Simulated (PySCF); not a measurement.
Dipole moment and polarisability of `c1cc(C2CC2)cs1`

Species: C7H8S.
Atom-mapped SMILES: `[cH:1]1[cH:2][c:3]([CH:4]2[CH2:5][CH2:6]2)[cH:7][s:8]1` (hydrogens: H9 on C1; H10 on C2; H11 on C4; H12, H13 on C5; H14, H15 on C6; H16 on C7)

Structure used (GFN2-xTB), in Å, numbered top down from 1:
```xyz
16
C7H8S angstrom
C      2.489   -0.778    0.383
C      1.139   -0.838    0.304
C      0.549    0.401   -0.071
C     -0.895    0.637   -0.235
C     -1.887   -0.059    0.659
C     -1.787   -0.448   -0.779
C      1.494    1.362   -0.264
S      3.092    0.787    0.003
H      3.177   -1.558    0.642
H      0.579   -1.734    0.506
H     -1.131    1.654   -0.526
H     -1.502   -0.739    1.405
H     -2.753    0.497    0.985
H     -1.334   -1.396   -1.025
H     -2.584   -0.161   -1.448
H      1.345    2.384   -0.551
```

Level: CAM-B3LYP/def2-SVPD (PySCF), static field, nuclei fixed, core orbitals frozen in the response. The polarisability tensor in these axes (au):

```
x   123.61   7.70   1.70
y     7.70  90.56  -5.14
z     1.70  -5.14  71.02
```

Q: What are the eigenvalues, a third of the trace, and Δα (Δα² = ½Σ(αi − αj)² over the three pairs)?

A: Principal values 69.51, 90.36 and 125.32 au; mean 95.06 au = 14.09 Å³ = 15.67 × 10⁻⁴⁰ C²·m²/J; Δα = 48.84 au (51 % of the mean).

Q: What is the dipole moment, and where does it point?

A: (-1.03, -0.25, 0.00) D, 1.06 D in size, pointing from the negative to the positive side. Measured along this direction, the outermost atoms are S8 at the negative end and H15 and H13 at the positive end.

Q: Form Σ f/ω² (atomic units) for the 8 lowest TDDFT singlets, given as eV and f, and set it beside the mean polarisability, which is this sum over all singlets: 5.59, 0.1091; 6.00, 0.0765; 6.00, 0.0018; 6.37, 0.0026; 6.51, 0.0027; 6.83, 0.0093; 6.93, 0.0006; 7.06, 0.0015.

A: They add up to 4.48 au, 4.7 % of the 95.06 au; the largest single term is 2.59 au, from the state at 5.59 eV. Terms in order: 2.59, 1.58, 0.04, 0.05, 0.05, 0.15, 0.01, 0.02 au. Higher excitations give the rest. The strengths listed sum to 0.204.

Q: Along which axes do the principal values lie, and how far do the nuclei extend along each?

A: Largest value along (0.98, 0.21, 0.01), where the nuclei span 5.76 Å; middle along (-0.20, 0.94, -0.27), 4.41 Å; least along (-0.07, 0.26, 0.96), 2.53 Å. The response follows the extents in order.

Q: Refractivity n − 1 of an ideal gas of it at 298.15 K and 1 atm, from the electronic α?

A: N = p/kT = 2.4615 × 10¹⁹ cm⁻³, so n − 1 = 2π × N × 14.09 × 10⁻²⁴ cm³ = 2179 × 10⁻⁶ at long wavelengths.

Isolated species at its GFN2-xTB geometry (one conformer only).

The run behind these numbers computed excited states as well. Hardware: Arm Neoverse N1, one thread, no GPU, shared host. Cost: 99 s wall (with the writing of density and orbital grids).
